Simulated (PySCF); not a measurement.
CdMe(vinyl), C₃H₆Cd (singlet state).
Bonds: Cd1–C2, Cd1–C6, C6–C7. Hydrogens: H3, H4, H5 on C2; H8 on C6; H9, H10 on C7.

Theory: PySCF, PBE0-D3(BJ)/def2-SVP geometry optimisation, gas phase, def2 core potentials past Kr.

List the bond lengths and angles at this level.

```json
{"bond": "Cd1–C2", "length (Å)": "2.110"}
{"bond": "Cd1–C6", "length (Å)": "2.101"}
{"bond": "C2–H3, C2–H4, C2–H5", "length (Å)": "1.101"}
{"bond": "C6–C7", "length (Å)": "1.340"}
{"bond": "C6–H8", "length (Å)": "1.100"}
{"bond": "C7–H9", "length (Å)": "1.097"}
{"bond": "C7–H10", "length (Å)": "1.099"}
```

Bonds in one row agree within 0.01 Å and their mean is given. A selection of angles:
```json
{"angle": "C2–Cd1–C6", "degrees": "179.7"}
{"angle": "Cd1–C2–H3", "degrees": "110.9"}
{"angle": "H3–C2–H4", "degrees": "108.1"}
{"angle": "Cd1–C6–C7", "degrees": "124.5"}
{"angle": "Cd1–C6–H8", "degrees": "119.3"}
{"angle": "C7–C6–H8", "degrees": "116.1"}
{"angle": "C6–C7–H9", "degrees": "122.9"}
{"angle": "C6–C7–H10", "degrees": "122.2"}
{"angle": "H9–C7–H10", "degrees": "114.9"}
```

Cd1 (cadmium bonded to 2 C) is linear (angle 179.7°). The 4 heavy atoms lie in one plane (0.000 Å rms).

Point group: near Cs, missed by 0.12 Å at most; the miss may be what the optimiser left on a soft mode. Whether it is a minimum is left open (no frequencies). Torsions: Cd1–C6–C7–H 0° and 180°.

Time: 38 s of wall time; peak memory 0.41 GiB. Hardware: one thread, Arm Neoverse V2 (aarch64), shared host with 96 logical CPUs at a one-minute load of 66. This is the geometry optimisation.
